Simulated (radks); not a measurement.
Polarisabilities and homonuclear dispersion coefficients (atomic units). Level of theory: scalar-relativistic Kohn-Sham, LB94 model potential, spin-polarised, spherical densities, finite nucleus; open shells are filled with parallel spins first (spin-orbit coupling, left out, can overturn this in heavy ions); Fermi nuclear charge, rms radius of each element as measured or else 0.836 A^(1/3) + 0.57 fm (a radial shooting solver on a logarithmic mesh with Libxc functionals). Response by self-consistent Sternheimer equations with the Hartree and adiabatic LDA kernel, the relativistic mass of each level held fixed and spin-orbit coupling left out. For heavy and open-shell atoms this level of theory can miss by tens of per cent. "Uncoupled" leaves out the induced potential. Quadrupole and octupole values are given only where no p, d or f shell is open.

species,configuration,alpha1 (bohr^3),"alpha1, uncoupled",C6,recommended alpha1
Pm,[Xe] 4f5 6s2,143.3,260.8,2106,200 +/- 20
Zr3+,[Kr] 4d1,5.391,7.858,22.63,-
Mn,[Ar] 3d5 4s2,54.60,96.62,458.7,68 +/- 9

Recommended values: Schwerdtfeger and Nagle, table of static dipole polarisabilities (2023 update), measured or computed.
